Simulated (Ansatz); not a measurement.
An input meant for the cluster V₂O⁺ (charge 1, doublet).

```yaml
crystal:
  periodic: [false, false, false]
  atoms:
    - {symbol: V, position_ang: [1.208225, 0.019747, -1.274965]}
    - {symbol: V, position_ang: [0.269615, 0.009159, -0.203356]}
    - {symbol: O, position_ang: [1.440129, 0.205695, -0.011768]}
basis:
  gaussian: {orbitals: def2-SVPD}
total_charge: 1
magnetization: {spin_polarized: true, initial_magnetization: 1}
hamiltonian: {xc: {name: CAM-B3LYP}}
scf: {omitted_lower_state_checks: [starts]}
output: {forces: true}
```

```sh
$ ansatz run in.yaml --threads 4 --pin off --events-out ev --progress --plain --max-ram 3916MiB
```

It prints (some lines left out):

```
Functional definition: CAM-B3LYP
956 factors; integrals over basis functions are off by at most 9.5e-4 eV
201 factors; integrals over basis functions are off by at most 3.2e-5 eV
mean field evaluation 1: about -53354.2365 eV, gradient 8.8e1 eV
mean field evaluation 2: about -53279.8867 eV, gradient 1.7e2 eV
mean field evaluation 4: about -53380.6878 eV, gradient 2.6e1 eV
mean field evaluation 8: about -53382.4700 eV, gradient 1.1e0 eV
mean field evaluation 16: about -53382.7411 eV, gradient 2.0e-2 eV
mean field evaluation 32: about -53382.7592 eV, gradient 1.6e0 eV
mean field -53383.08571256 eV, -1961.7922155813 hartree, gradient 1.3e-5 eV, S^2 0.750983; 1 other end points of the search recorded, 0 dependent functions left out
reference -53383.08581192 eV, -1961.7922192330 hartree; 27, 26 occupied and 64, 65 virtual orbitals, 956 factors
Total energy: -53383.08581192 eV, -1961.7922192330 hartree
Atom 0 at     1.208225     0.019747    -1.274965 Å, force    12.286413    -6.380825   -68.362807 eV/Å
Atom 1 at     0.269615     0.009159    -0.203356 Å, force   -83.113348   -10.739207    13.199541 eV/Å
Atom 2 at     1.440129     0.205695    -0.011768 Å, force    70.826935    17.120032    55.163266 eV/Å
Dipole moment:     0.014585     0.008816     0.055457 e Å
Checks for a lower state left out: starts
```

In this input the geometry is squeezed to about two thirds of its size. The run converged. The result belongs to that input, not to the species as meant.
